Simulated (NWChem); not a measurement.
System meant: C2H5NOSi; SMILES O[Si@@H](N)C#C

The following NWChem deck was run.

```
start job
memory heap 200 mb stack 900 mb global 1100 mb
geometry units angstroms noautoz
  C      0.064957     2.538450     0.146008
  C      0.062316     1.338421    -0.059537
  Si     0.083755    -0.476528    -0.383543
  N     -1.425764    -1.038625     0.210632
  O      1.375126    -1.217312     0.353695
  H      0.069689     3.599338     0.324594
  H      0.338839    -0.729392    -1.823907
  H     -2.154211    -0.387660     0.475497
  H     -1.787696    -1.960672     0.000454
  H      1.364093    -1.199870     1.316015
end
basis spherical
  * library def2-svp
end
dft
  odft
  mult 2
  xc b3lyp
  iterations 150
  mulliken
end
task dft energy
```

End of the output:

```
                                 NWChem DFT Module
                                 -----------------

 Summary of "ao basis" -> "ao basis" (spherical)
 ------------------------------------------------------------------------------
       Tag                 Description            Shells   Functions and Types
 ---------------- ------------------------------  ------  ---------------------
 C                          def2-svp                 6       14   3s2p1d
 Si                         def2-svp                 8       18   4s3p1d
 N                          def2-svp                 6       14   3s2p1d
 O                          def2-svp                 6       14   3s2p1d
 H                          def2-svp                 3        5   2s1p

 Summary of "ao basis" -> "ao basis" (spherical)
 ------------------------------------------------------------------------------
       Tag                 Description            Shells   Functions and Types
 ---------------- ------------------------------  ------  ---------------------
 C                          def2-svp                 6       14   3s2p1d
 Si                         def2-svp                 8       18   4s3p1d
 N                          def2-svp                 6       14   3s2p1d
 O                          def2-svp                 6       14   3s2p1d
 H                          def2-svp                 3        5   2s1p

  number of electrons :                   46
  multiplicity        :                    2
 ------------------------------------------------------------------------
  no. of electrons and multiplicity not compatible                  46
 ------------------------------------------------------------------------
 ------------------------------------------------------------------------
  current input line :
    25: task dft energy
 ------------------------------------------------------------------------
 ------------------------------------------------------------------------
 There is an error in the input file
 ------------------------------------------------------------------------
 For more information see the NWChem manual at https://nwchemgit.github.io

0: no. of electrons and multiplicity not compatible:Received an Error in Communication
```

### Question
Can this run be used? If not, why, and what is the fix?

### Answer
The program refused the input. Cause: the multiplicity doesn't fit the number of electrons (an even count wants an odd multiplicity, and the reverse). This input runs:
```
start job
memory heap 200 mb stack 900 mb global 1100 mb
geometry units angstroms noautoz
  C      0.064957     2.538450     0.146008
  C      0.062316     1.338421    -0.059537
  Si     0.083755    -0.476528    -0.383543
  N     -1.425764    -1.038625     0.210632
  O      1.375126    -1.217312     0.353695
  H      0.069689     3.599338     0.324594
  H      0.338839    -0.729392    -1.823907
  H     -2.154211    -0.387660     0.475497
  H     -1.787696    -1.960672     0.000454
  H      1.364093    -1.199870     1.316015
end
basis spherical
  * library def2-svp
end
dft
  xc b3lyp
  iterations 150
  mulliken
end
task dft energy
```
It converges to -498.47109 Ha (B3LYP/def2-SVP).
